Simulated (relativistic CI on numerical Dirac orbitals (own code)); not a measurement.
## Ru¹⁹⁺: q coefficients and field-shift factors

Method of calculation: Dirac-Coulomb-Breit CI, separate exchange-only KLI orbitals for each configuration, derivatives by finite differences, unscaled Slater integrals, QED left out (own radial code, finite nucleus).

Configurations in the expansion (outside the closed core [Ne]): 3s²3p⁶3d⁷, 3s²3p⁵3d⁸, 3s²3p⁴3d⁹, 3s3p⁶3d⁸, 3p⁶3d⁹, 3s3p⁵3d⁹, 3s²3p⁶3d⁶4s, 3s²3p⁶3d⁶4p. Levels of other configurations are missing.

With x = (α/α₀)² − 1 an excitation energy changes as ω = ω₀ + qx; K = 2q/ω₀ is the relative enhancement. Terms are leading LS components, so labels can repeat. The field-shift factor is F = δν/δ⟨r²⟩ for the transition from the lowest level.

Lowest level 3s²3p⁶3d⁷ ⁴F9/2.

```
           Level  ω₀ (cm⁻¹)  q (cm⁻¹)      K  F (GHz/fm²)
 3s²3p⁶3d⁷ ⁴F7/2      28871     32700   2.27        0.209
 3s²3p⁶3d⁷ ⁴F5/2      39200     30370   1.55        0.205
 3s²3p⁶3d⁷ ⁴F3/2      43184     18270  0.846        0.121
 3s²3p⁶3d⁷ ⁴P3/2      61181     23080  0.754        0.161
 3s²3p⁶3d⁷ ⁴P5/2      71289     24250   0.68        0.226
 3s²3p⁶3d⁷ ²G9/2      73449     22870  0.623        0.214
 3s²3p⁶3d⁷ ⁴P1/2      82984     30940  0.746        0.231
 3s²3p⁶3d⁷ ²G7/2      97099     42960  0.885        0.341
3s²3p⁶3d⁷ ²H11/2     100779     27480  0.545        0.302
 3s²3p⁶3d⁷ ⁴P3/2     106505     56770   1.07        0.404
 3s²3p⁶3d⁷ ²D5/2     108993     48710  0.894        0.366
 3s²3p⁶3d⁷ ²P1/2     122568     66200   1.08        0.419
 3s²3p⁶3d⁷ ²H9/2     130541     62170  0.952        0.516
```

At this charge energies of transitions that change n are usually good to better than 1 %, and those within a shell (Δn = 0) to a few per cent. Terms inside the open d or f shell come out 10 to 20 % too wide with unscaled integrals.
